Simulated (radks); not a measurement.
Q: Species: the tungsten ion W2+. Configuration: [Kr] 4d10 4f14 5s1.5 5p6 5d4 6p0.5 (fractional occupations, a model configuration). Calculated with a radial shooting solver on a logarithmic mesh with Libxc functionals: scalar-relativistic Kohn-Sham, LDA (Slater exchange, Perdew-Wang correlation), spin-polarised, spherical densities, point nucleus; open shells are filled with parallel spins first (spin-orbit coupling, left out, can overturn this in heavy ions). Some entries of the table are withheld. Estimate them.

orbital,occ.,eigenvalue (eV),<r> (bohr)
1s up,1,-69460.65,0.01835
1s down,1,-69460.55,0.01835
2s up,1,-12006.95,0.07761
2s down,1,-12006.71,0.07761
2p up,3,-10506.86,0.06946
2p down,3,-10506.64,0.06946
3s up,1,-2780.464,0.2012
3s down,1,-2780.327,0.2012
3p up,3,-2336.325,0.2014
3p down,3,-2336.182,0.2014
3d up,5,-1824.717,0.1824
3d down,5,-1824.526,0.1824
4s up,1,-589.2750,0.4498
4s down,1,-588.9908,0.4498
4p up,3,-443.5446,0.4784
4p down,3,-443.2438,0.4782
4d up,5,-258.8603,0.5117
4d down,5,-258.4841,0.5113
5s up,1,-100.0544,1.064
5s down,0.5,-97.8521,1.058
5p up,3,-63.9294,(1)
5p down,3,-61.3152,(2)
4f up,7,(3),0.6075
4f down,7,(4),0.6023
5d up,4,-23.5971,1.797
5d down,0,-20.6473,1.820
6p up,0.5,-14.7572,(5)
6p down,0,-13.0180,(6)

A: 
(1) 5p up <r> (bohr): 1.238
(2) 5p down <r> (bohr): 1.231
(3) 4f up eigenvalue (eV): -54.0873
(4) 4f down eigenvalue (eV): -53.4173
(5) 6p up <r> (bohr): 3.313
(6) 6p down <r> (bohr): 3.501
